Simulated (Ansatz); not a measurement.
Geometry optimisation, Ansatz 0.2.0, DFT PBE, scalar-relativistic, plane waves, PAW.

input.yaml

```yaml
accuracy: low
crystal:
  lattice:
    - [8.004449, 0.0, 0.0]
    - [0.0, 8.004449, 0.0]
    - [0.0, 0.0, 19.897555]
  atoms:
    - { symbol: H, position: [0.4080121, 0.0, 0.0502574] }
    - { symbol: H, position: [0.0919879, 0.0, 0.0502574] }
    - { symbol: H, position: [0.9080121, 0.0, 0.0502574] }
    - { symbol: H, position: [0.5919879, 0.0, 0.0502574] }
    - { symbol: H, position: [0.4080121, 0.5, 0.0502574] }
    - { symbol: H, position: [0.0919879, 0.5, 0.0502574] }
    - { symbol: H, position: [0.9080121, 0.5, 0.0502574] }
    - { symbol: H, position: [0.5919879, 0.5, 0.0502574] }
    - { symbol: Ge, position: [0.25, 0.0, 0.0952052] }
    - { symbol: Ge, position: [0.75, 0.0, 0.0952052] }
    - { symbol: Ge, position: [0.25, 0.5, 0.0952052] }
    - { symbol: Ge, position: [0.75, 0.5, 0.0952052] }
    - { symbol: Ge, position: [0.25, 0.25, 0.1663194] }
    - { symbol: Ge, position: [0.75, 0.25, 0.1663194] }
    - { symbol: Ge, position: [0.25, 0.75, 0.1663194] }
    - { symbol: Ge, position: [0.75, 0.75, 0.1663194] }
    - { symbol: Ge, position: [0.0, 0.25, 0.2374337] }
    - { symbol: Ge, position: [0.5, 0.25, 0.2374337] }
    - { symbol: Ge, position: [0.0, 0.75, 0.2374337] }
    - { symbol: Ge, position: [0.5, 0.75, 0.2374337] }
    - { symbol: Ge, position: [0.0, 0.0, 0.308548] }
    - { symbol: Ge, position: [0.5, 0.0, 0.308548] }
    - { symbol: Ge, position: [0.0, 0.5, 0.308548] }
    - { symbol: Ge, position: [0.5, 0.5, 0.308548] }
    - { symbol: Ge, position: [0.25, 0.0969069, 0.3746365] }
    - { symbol: Ge, position: [0.75, 0.0969069, 0.3746365] }
    - { symbol: Ge, position: [0.25, 0.4030931, 0.3746365] }
    - { symbol: Ge, position: [0.75, 0.4030931, 0.3746365] }
    - { symbol: H, position: [0.75, 0.0297738, 0.4471683] }
    - { symbol: H, position: [0.25, 0.4702262, 0.4471683] }
    - { symbol: H, position: [0.75, 0.4702262, 0.4471683] }
basis:
  ecutwfc: 420.0
kpoints:
  mp_grid: { grid: [1, 1, 1] }
hamiltonian:
  xc: pbe
  pseudopotentials: { kind: paw, azcp: { folder: soft_1 } }
scf:
  occupations: { method: fermi_dirac, width: 0.02 }
  lower_state_search: "off"
relax:
  f_tol: 0.08
  max_steps: 25
  adjacent_minimum: "off"
  constraints: [{ sites: [0, 1, 2, 3, 4, 5, 6, 7, 8, 9, 10, 11] }]
output:
  write_density: true
  write_potential: true
  elf: true
  volumetric_format: npy
```

Run as:

```bash
$ ansatz run input.yaml --threads 4 --pin off --max-ram 10240MiB --backend cpu --events-out ev --progress --plain --runs-dir out
```

Q: Where does it end, and by what steps?

A: It converged. Limits of this set-up: coarse k mesh, thin slab, slab without dipole correction, odd electron count without spin, a typed lattice constant that wasn't relaxed here, low accuracy level. After 4 steps the energy has fallen by 0.509 eV; Ge26 moved furthest, 0.18 Å.

| step | energy less start (eV) | largest force component (eV/Å) | accepted |
| --- | --- | --- | --- |
| 0 | 0.0000 | 1.205 | yes |
| 1 | -0.4538 | 0.333 | yes |
| 2 | -0.4865 | 0.146 | yes |
| 3 | -0.5034 | 0.123 | yes |
| 4 | -0.5085 | 0.042 | yes |

```xyz
31
Lattice="8.0044 0.0000 0.0000 0.0000 8.0044 0.0000 0.0000 0.0000 19.8976" Properties=species:S:1:pos:R:3
H 3.266 0.000 1.000
H 0.736 0.000 1.000
H 7.268 0.000 1.000
H 4.739 0.000 1.000
H 3.266 4.002 1.000
H 0.736 4.002 1.000
H 7.268 4.002 1.000
H 4.739 4.002 1.000
Ge 2.001 0.000 1.894
Ge 6.003 0.000 1.894
Ge 2.001 4.002 1.894
Ge 6.003 4.002 1.894
Ge 2.001 2.003 3.214
Ge 6.003 1.992 3.240
Ge 2.001 6.004 3.358
Ge 6.003 6.008 3.352
Ge 0.019 2.035 4.560
Ge 3.984 2.035 4.560
Ge -0.007 6.016 4.790
Ge 4.009 6.016 4.790
Ge 0.006 0.092 6.085
Ge 3.996 0.092 6.085
Ge -0.004 3.951 6.096
Ge 4.007 3.951 6.096
Ge 2.001 0.718 7.344
Ge 6.003 0.759 7.273
Ge 2.001 3.292 7.309
Ge 6.003 3.287 7.298
H 6.003 0.262 8.745
H 2.001 3.785 8.784
H 6.003 3.747 8.783
```

Whether the end is a true minimum wasn't checked by a vibrational analysis.

The run took 32 s on 4 threads of AMD EPYC 7R43 64-Core Processor (Zen 3), with other jobs on the host, peak memory 1.1 GiB.
